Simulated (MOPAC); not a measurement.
MOPAC input (PM6):

```
PM6 1SCF GEO-OK AUX(PRECISION=9) THREADS=1
C3H4N2

C    -0.73835800 1    0.94055400 1   -0.00180100 1
C    -1.07747000 1   -0.42740200 1    0.05139300 1
N     0.00043700 1   -1.20194700 1    0.03605800 1
N     1.02990500 1   -0.33981600 1   -0.02666400 1
C     0.63747700 1    0.95562300 1   -0.05149800 1
H    -1.39836700 1    1.79005700 1   -0.00367400 1
H    -2.05658900 1   -0.87574700 1    0.09989400 1
H     1.96751800 1   -0.70002000 1   -0.04941300 1
H     1.34515500 1    1.76540100 1   -0.10113100 1
```

From the output:

```
                                                       MOPAC v23.2.5 Linux

          FINAL HEAT OF FORMATION =         46.80195 KCAL/MOL =     195.81935 KJ/MOL

          COSMO AREA              =         99.39 SQUARE ANGSTROMS
          COSMO VOLUME            =         84.32 CUBIC ANGSTROMS

          IONIZATION POTENTIAL    =          9.913293 EV
          HOMO LUMO ENERGIES (EV) =         -9.913  0.747
          NO. OF FILLED LEVELS    =         13
          MOLECULAR WEIGHT        =         68.0780         POINT GROUP:  Cs

          MOLECULAR DIMENSIONS (Angstroms)

            Atom       Atom       Distance
            H     9    H     7     4.31137
            H     8    H     6     4.03104
            C     2    H     6     0.00000

          SCF CALCULATIONS        =          1

   ATOM   CHEMICAL          X               Y               Z
  NUMBER   SYMBOL      (ANGSTROMS)     (ANGSTROMS)     (ANGSTROMS)

     1       C         -0.73835800  *   0.94055400  *  -0.00180100  *
     2       C         -1.07747000  *  -0.42740200  *   0.05139300  *
     3       N          0.00043700  *  -1.20194700  *   0.03605800  *
     4       N          1.02990500  *  -0.33981600  *  -0.02666400  *
     5       C          0.63747700  *   0.95562300  *  -0.05149800  *
     6       H         -1.39836700  *   1.79005700  *  -0.00367400  *
     7       H         -2.05658900  *  -0.87574700  *   0.09989400  *
     8       H          1.96751800  *  -0.70002000  *  -0.04941300  *
     9       H          1.34515500  *   1.76540100  *  -0.10113100  *

                             CARTESIAN COORDINATES

   1    C       -0.738358000     0.940554000    -0.001801000
   2    C       -1.077470000    -0.427402000     0.051393000
   3    N        0.000437000    -1.201947000     0.036058000
   4    N        1.029905000    -0.339816000    -0.026664000
   5    C        0.637477000     0.955623000    -0.051498000
   6    H       -1.398367000     1.790057000    -0.003674000
   7    H       -2.056589000    -0.875747000     0.099894000
   8    H        1.967518000    -0.700020000    -0.049413000
   9    H        1.345155000     1.765401000    -0.101131000

           Empirical Formula: C3 H4 N2  =     9 atoms

      MOLECULAR POINT GROUP   :   Cs

                  EIGENVALUES
 -35.98557 -28.40737 -26.96860 -21.30275 -21.16595 -18.68647 -15.65768 -15.10986
 -14.62700 -13.81352 -11.34854 -10.30031  -9.91329   0.74738   1.44037   1.80723
   3.64906   4.22658   5.08257   5.26095   5.52635   5.96721   6.10111   6.25224

              NET ATOMIC CHARGES AND DIPOLE CONTRIBUTIONS

  ATOM NO.   TYPE          CHARGE      No. of ELECS.   s-Pop       p-Pop
    1          C          -0.268534        4.2685     1.10122     3.16732
    2          C          -0.104530        4.1045     1.10473     2.99980
    3          N          -0.224260        5.2243     1.74385     3.48041
    4          N          -0.051142        5.0511     1.41131     3.63983
    5          C          -0.154681        4.1547     1.10548     3.04920
    6          H           0.177652        0.8223     0.82235
    7          H           0.180978        0.8190     0.81902
    8          H           0.267622        0.7324     0.73238
    9          H           0.176896        0.8231     0.82310
 DIPOLE           X         Y         Z       TOTAL
 POINT-CHG.     1.457     1.036    -0.083     1.790
 HYBRID         0.315     0.602    -0.029     0.680
 SUM            1.772     1.638    -0.113     2.416

          ATOMIC ORBITAL ELECTRON POPULATIONS

     Atom    s        px        py        pz
    1  C   1.10122   0.99482   1.03511   1.13739
    2  C   1.10473   1.02024   0.94339   1.03616
    3  N   1.74385   0.99511   1.23930   1.24600
    4  N   1.41131   1.10654   1.05049   1.48280
    5  C   1.10548   1.02617   0.92737   1.09566
    6  H   0.82235
    7  H   0.81902
    8  H   0.73238
    9  H   0.82310

 **********************
 *                    *
 * JOB ENDED NORMALLY *
 *                    *
 **********************

 == MOPAC DONE ==
```

The geometry given is a B3LYP-D3(BJ)/def2-TZVP minimum.
